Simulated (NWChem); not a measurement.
# Atomisation of CH₃S

```
C
H 1 1.0975
H 1 1.0981 2 120.79
S 1 1.7323 2 121.74 3 165.49
H 4 1.3629 1 97.93 2 14.72
```
Charge 0, spin multiplicity 2.

Everything below was run with NWChem. All single points use one geometry, from UPBE/def2-SVP, a minimum by its harmonic frequencies. It is one conformer; others weren't searched.

Basis set: def2-TZVP. The atomisation energy is electronic alone: no zero-point, thermal, spin-orbit or counterpoise terms. No value is extrapolated to the basis-set limit. Free atoms are single determinants with multiplicities C 3, S 3, H 2. Correlated methods freeze the same cores in atoms and molecule, 6 orbitals in all.

B3LYP has NWChem's definition, with VWN1-RPA local correlation. The structure started from a generated list of species. The stability of the SCF solutions was not checked. Open-shell Hartree-Fock references start from PBE0 orbitals.

Q: One of these methods gave an atomisation energy of 427.7 kcal/mol. Which?
(A) B3LYP
(B) MP2
(C) HF
(D) LDA (SVWN5)

A: D, LDA (SVWN5). The others give 370.8 (B3LYP), 269.2 (HF), 354.8 (MP2).
